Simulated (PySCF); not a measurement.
# [Yb(NH3)]3+ at several levels of theory

Computed with PySCF 2.14.0 (density fitting, no spin-orbit coupling) at the geometry relaxed with PBE0:

```xyz
5
[Yb(NH3)]3+ (singlet in the valence; each metal's 4f electrons, 13 of them, lie in its core potential, out of spins and levels)
Yb    0.0000    0.0000   -0.1058
N     0.0000    0.0000    2.1541
H     0.9423    0.0000    2.6162
H    -0.4712    0.8160    2.6162
H    -0.4711   -0.8160    2.6162
```

```csv
level,basis,state,HOMO (eV),gap (eV),charge on Yb1 (e),population of f-type functions on Yb1 (polarisation alone where 4f lies in the core),dipole about the centre of mass (D),largest force component (eV/Å)
PBE0,"Yb lcecp-1-SVP with ECP59, N def2-SVP, H def2-SVP",singlet,-28.39,7.91,2.45,0.01,4.18,0.01
TPSSh,the same,singlet,-27.57,6.68,2.44,0.01,4.22,0.17
PBE0,"Yb lcecp-1-TZVP with ECP59, N def2-TZVP, H def2-TZVP",singlet,-28.30,7.88,2.55,0.01,4.25,0.31
```

In the lcecp rows the 4f levels are missing from HOMO and gap, and the state counts the valence alone.

Charges are Mulliken's, which hang on the basis. The relaxation used the grid (50, 194), these runs (75, 302) or, all-electron (x2c bases, spin-free X2C Hamiltonian), (99, 590).

**Question.** What does wB97X with Yb lcecp-1-SVP with ECP59, N def2-SVP, H def2-SVP give here?

**Answer.** state singlet, HOMO (eV) -30.72, gap (eV) 12.89, charge on Yb1 (e) 2.48, population of f-type functions on Yb1 (polarisation alone where 4f lies in the core) 0.01, dipole about the centre of mass (D) 3.84, largest force component (eV/Å) 0.14. Time: 2.1 s on 2 threads of Arm Neoverse V2, with other jobs on the host, from an already converged density.

In the first row's basis the gap widens with exact exchange: 6.7 to 7.9 eV for TPSSh, PBE0 (a fixed share); 12.9 eV for wB97X (rising or full at long range).

An lcecp potential fixes the number of 4f electrons, so in runs with it no electron can move into or out of that shell.
